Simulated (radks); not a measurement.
Spherical quantum dot in the effective-mass picture: electrons in a parabolic well V = omega^2 r^2 / 2 with omega = 0.127, with a point charge +1 (a donor) at the centre, all in effective atomic units (hartree* = m*/eps^2 hartree, bohr* = eps/m* bohr), one dielectric constant everywhere. Method: non-relativistic Kohn-Sham, PBE, spin-polarised, spherical densities; computed with a radial shooting solver with Libxc functionals. Levels are named by radial order and angular momentum (1s, 1p, 1d, 2s, ...), and open shells are averaged over m.

N = 11, configuration 1s2 1p6 1d(up 1, down 0) 2s2. This is the lowest configuration that the search found. Occupied levels:

level    occupation  eigenvalue (hartree*)  <r> (bohr*)
1s up             1                 1.5855        3.722
1s down           1                 1.5863        3.555
1p up             3                 1.6513        6.635
1p down           3                 1.6569        6.568
2s up             1                 1.6659        5.320
2s down           1                 1.6704        5.428
1d up             1                 1.7032        7.224

Energy (hartree*): total 9.41150, kinetic 1.2963, external 0.61528, Hartree 9.2352, exchange-correlation -1.7352.

Electron density:

r (bohr*)  n(r) (e/bohr*^3)
0.256                0.2371
0.897               0.07129
1.54                0.02503
2.18                0.01036
2.82               0.005431
3.46               0.003965
4.11               0.003790
4.75               0.004028
5.39               0.004227
6.03               0.004141
6.67               0.003690
7.32               0.002948
7.96               0.002082
8.60               0.001282
9.24              0.0006845
9.88              0.0003220
10.5              0.0001339
11.2             0.00004960
11.8             0.00001619
12.4              4.650e-06
